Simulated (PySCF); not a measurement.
**How the method changes the constants of HoB**

State: septet, about 10.9 electrons in the 4f shell (Mulliken), real f orbitals that mix terms. Set-up: basis Ho x2c-SVPall, B x2c-SVPall; spin-free X2C with a Gaussian nucleus; PySCF 2.14. De refers to Ho (4f11 6s2) + B in their high-spin ground configurations, without counterpoise correction. The functionals are run spin-unrestricted. A positive dipole means Ho(−)B(+). Levels whose curve was spin-contaminated or gave no clean fit are not listed.

| Level | Re (Å) | ωe (cm⁻¹) | De (eV) | μ (D) |
| --- | --- | --- | --- | --- |
| ROHF | 2.520 | 392 | n/a | -4.31 |
| ROHF-MP2 | 2.369 | 430 | n/a | n/a |
| ROHF-SCS-MP2 | 2.403 | 421 | n/a | n/a |
| LDA | 2.238 | 473 | 1.76 | -4.78 |
| r²SCAN | 2.299 | 451 | 1.85 | -5.22 |
| PBE0 | 2.349 | 436 | 1.13 | -5.33 |

The bond length runs from 2.238 Å (LDA) to 2.520 Å (ROHF). De spans 1.13 eV (PBE0, global hybrid GGA) to 1.85 eV (r²SCAN, meta-GGA).

Correlated steps freeze 19 core orbitals. These are scalar-relativistic numbers at best; spin–orbit coupling would shift them, the dissociation energy most. Counting both spins, an empty level lies below a filled one in some of these solutions, because spin and occupation are held. With d or f electrons several states lie close, and the lowest PBE0 determinant need not be the measured ground state.

The whole job (state search and all levels along the bond) took about 11 min on 2 threads of Intel Xeon Platinum 8488C (shared host), peak memory 2.7 GiB.
